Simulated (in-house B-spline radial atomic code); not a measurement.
# Binding energies in Ir⁺

NIST's tabulated ground configuration is [Xe] 4f14 5d7 6s1; each binding energy is the energy of the ion with one electron taken from that subshell, relaxed, less that of the parent. Method: Dirac-Kohn-Sham PBE, spherical fractional occupations, Fermi nucleus of rms radius 5.4032 fm. Calculated with a radial B-spline atomic code at the basis-set limit. Energies include first-order Breit, QED and recoil terms.

```tsv
subshell	X-ray name	binding energy (eV)	-ε (eV)	relaxation (eV)
1s	K	76224.2	75991.4	-587.3
2s	L1	13348.6	13291.1	-106.7
2p1/2	L2	12826.6	12735.7	-138.5
2p3/2	L3	11195.3	11108.2	-117.0
3s	M1	3135.2	3114.8	-30.5
3p1/2	M2	2888.8	2865.1	-32.9
3p3/2	M3	2532.8	2508.8	-29.5
3d3/2	M4	2123	2090.7	-35.9
3d5/2	M5	2046	2013.6	-34.6
4s	N1	682.5	670.9	-13.8
4p1/2	N2	577.2	565.4	-13.7
4p3/2	N3	493.2	481.2	-13.0
4d3/2	N4	320.3	308.0	-12.7
4d5/2	N5	304.7	292.3	-12.5
5s	O1	113.3	106.0	-7.7
4f5/2	N6	84.05	72.05	-11.81
4f7/2	N7	80.92	68.93	-11.70
5p1/2	O2	79.91	72.88	-7.29
5p3/2	O3	66.14	59.32	-6.92
5d	O4,5	20.99	15.34	-5.63
6s	P1	17.42	13.56	-3.90
```

Relaxation = -ε minus the binding energy without Breit, QED and recoil terms. With a density functional, K lines can miss by some tenths of a per cent, more in light atoms. For a density functional the relaxation so defined is negative, because -ε of a Kohn-Sham level is smaller than the binding energy.

Emission lines follow as differences of binding energies, with λ = 12398.42 eV·Å / E:

```
 line          holes  energy (eV)  wavelength (Å)
 K-L3     1s → 2p3/2      65028.9         0.19066
 K-L2     1s → 2p1/2      63397.6         0.19557
 K-M3     1s → 3p3/2      73691.4         0.16825
L3-M5  2p3/2 → 3d5/2       9149.3          1.3551
L2-M4  2p1/2 → 3d3/2      10703.6          1.1583
L1-M3     2s → 3p3/2      10815.8          1.1463
L3-M1     2p3/2 → 3s       8060.1          1.5382
L2-N4  2p1/2 → 4d3/2      12506.3         0.99137
M5-N7  3d5/2 → 4f7/2       1965.1          6.3094
M4-N6  3d3/2 → 4f5/2       2039.0          6.0808
```

(1) What screening constant σ does Moseley's law, E = (3/4)·13.6057 eV·(Z - σ)², need for K-L3?

Moseley's non-relativistic formula needs a falling, then negative, screening constant for heavy elements, because relativity binds the 1s electron more strongly than the formula allows.

(2) What does it cost to remove both a 4d5/2 and a 4f7/2 electron?

(3) What does it cost to remove both a 4p1/2 and a 4f5/2 electron?

(4) What does it cost to remove both a 2s and a 4f5/2 electron?

Results:

(1) σ = -2.83.

(2) 411.34 eV, which is 25.73 eV more than the two single binding energies together.

(3) 688.14 eV, which is 26.88 eV more than the two single binding energies together.

(4) 13460 eV, which is 27.52 eV more than the two single binding energies together.
